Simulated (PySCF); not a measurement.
Ga(Cl)(OMe)(NH2) (CH₅ClGaNO), SMILES [NH2][Ga]([Cl])[O]C.

Geometry optimised at r2SCAN-D4/def2-SVP. The structure was generated by enumeration; whether it is a known compound was not checked. Other conformers were not sampled.

All values below come from TDA-PBE0/def2-SVPD (PySCF).

Vertical excitations. Gas-phase values at a fixed geometry.

| state | energy (eV) | λ (nm) | f | main pairs |
|---|---|---|---|---|
| S1 | 5.51 | 225 | 0.016 | HOMO→LUMO 97 % |
| S2 | 5.98 | 207 | 0.016 | HOMO−1→LUMO 96 % |
| S3 | 6.33 | 196 | 0.013 | HOMO−2→LUMO 82 %, HOMO→LUMO+1 12 % |
| S4 | 6.84 | 181 | 0.001 | HOMO−3→LUMO 86 % |
| S5 | 6.95 | 178 | 0.123 | HOMO→LUMO+1 58 %, HOMO−2→LUMO+1 16 %, HOMO−2→LUMO 10 % |
| S6 | 7.10 | 175 | 0.050 | HOMO−2→LUMO+1 55 %, HOMO−1→LUMO+1 24 %, HOMO−4→LUMO 10 % |
| S7 | 7.14 | 174 | 0.090 | HOMO−4→LUMO 51 %, HOMO→LUMO+2 30 %, HOMO−1→LUMO+1 9 % |
| S8 | 7.19 | 172 | 0.004 | HOMO→LUMO+2 60 %, HOMO−4→LUMO 26 % |
| S9 | 7.30 | 170 | 0.073 | HOMO−1→LUMO+1 48 %, HOMO−2→LUMO+1 25 %, HOMO→LUMO+1 8 %, HOMO−4→LUMO 8 % |
| S10 | 7.65 | 162 | 0.013 | HOMO−1→LUMO+2 72 %, HOMO→LUMO+3 19 % |
| T1 | 5.09 | 244 | 0 | HOMO→LUMO 92 % |
| T2 | 5.58 | 222 | 0 | HOMO−1→LUMO 88 % |
| T3 | 5.84 | 212 | 0 | HOMO→LUMO+1 86 % |
| T4 | 5.95 | 208 | 0 | HOMO−2→LUMO 85 % |
Triplets are in the Tamm–Dancoff approximation.
